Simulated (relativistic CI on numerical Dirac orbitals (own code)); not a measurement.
**Crystal-field levels of Cu³⁺, 3d8**

Calculated by Dirac-Coulomb-Breit CI, KLI orbitals optimised for each configuration, a model potential for QED, valence Slater integrals scaled by 0.85, one configuration in a parametric crystal field (own radial code).

Field parameters in Wybourne normalisation: D4h B²₀ = −7Ds, B⁴₀ = 21(Dq − Dt), B⁴₄ = 21√(5/14) Dq. The field is a parameter set, without covalency.

S is read from ⟨S²⟩ = S(S + 1).

Levels (cm⁻¹, degeneracy): 0 (1), 1 (2), 18025 (1), 18956 (1), 23926 (1), 23931 (2), 23991 (1), 24102 (1), 24110 (1), 24959 (2), 25099 (1), 33760 (1).

Problem. Which field gives this pattern?
A. D4h, 10Dq = 24800, Ds = 3000, Dt = 60 cm⁻¹
B. D4h, 10Dq = 24800, Ds = -680, Dt = 60 cm⁻¹
C. D4h, 10Dq = 24800, Ds = 2180, Dt = 60 cm⁻¹
D. D4h, 10Dq = 24800, Ds = -1090, Dt = 60 cm⁻¹

Solution. D. D4h, 10Dq = 24800, Ds = -1090, Dt = 60 cm⁻¹, ground level with S = 1.00.
